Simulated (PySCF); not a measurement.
**Working out the ionisation energy of Sr¹⁸⁺**

Sr¹⁸⁺ [Ar] 3d2 (3F) → Sr¹⁹⁺ [Ar] 3d1 (2D). Calculation: PySCF 2.14, in an uncontracted even-tempered set (17 s from 1.7 bohr⁻², ratio 2.5; 11 p from 2.2 bohr⁻², ratio 2.5; 8 d from 2.2 bohr⁻², ratio 2.5; 4 f from 7.7 bohr⁻², ratio 2.7; 3 g from 12 bohr⁻², ratio 2.7); no relativity, point nucleus. Frozen: [Ne]; the 27 highest virtual orbitals dropped. Energies in hartree (1 hartree = 27.21139 eV):

```csv
part,Sr¹⁸⁺ (lower),Sr¹⁹⁺ (upper)
UHF,-2958.061697,-2931.516051
MP2 opposite-spin,-0.297293,-0.298170
MP2 same-spin,-0.104228,-0.100439
```

Q: What does Hartree-Fock give?

A: (-2931.516051) − (-2958.061697) = 26.545646 hartree = 722.344 eV.

Q: What do MP2 and SCS-MP2 (6/5 opposite-spin, 1/3 same-spin) give?

A: The opposite-spin parts differ by -0.024 eV and the same-spin parts by 0.103 eV. MP2: 722.344 + (-0.024) + (0.103) = 722.423 eV. SCS-MP2: 722.344 + 1.2 × (-0.024) + (0.103)/3 = 722.350 eV.

Reference: 722 ± 3 eV (theoretical estimate listed by NIST; NIST Atomic Spectra Database, ionization energies), between the lowest levels; spin-orbit coupling is absent from the calculation.

The calculation is non-relativistic.

What remains against the reference includes basis incompleteness, the frozen core and correlation beyond second order.
